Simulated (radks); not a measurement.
Results of a calculation; reference values are marked as such.
Zn2+, configuration [Ar] 3d10 (the NIST ground configuration). Level of theory: scalar-relativistic Kohn-Sham, exchange-only LDA, spin-polarised, spherical densities, finite nucleus; Fermi nuclear charge, rms radius 3.9283 fm (a radial shooting solver on a logarithmic mesh with Libxc functionals).

Unscreened Slater integrals over Kohn-Sham orbitals (cm^-1). They are taken over the spin-up orbitals.

integral     value
F0(3d,3d)   232380
F2(3d,3d)   105280
F4(3d,3d)    65075
F0(3d,3p)   252340
F2(3d,3p)   117360
G1(3d,3p)   144980
G3(3d,3p)    87524
F0(3d,3s)   257180
G2(3d,3s)   109450
F0(3d,2p)   330300
F2(3d,2p)    63786
G1(3d,2p)    48110
G3(3d,2p)    27356
F0(3p,3p)   277750
F2(3p,3p)   138160
F0(3p,3s)   283400
G1(3p,3s)   187060
F0(3p,2p)   378850
F2(3p,2p)    75746
G0(3p,2p)    29203
G2(3p,2p)    30801
F0(3s,3s)   289570
F0(3s,2p)   386500
G1(3s,2p)    31645
F0(2p,2p)  1009700
F2(2p,2p)   476340
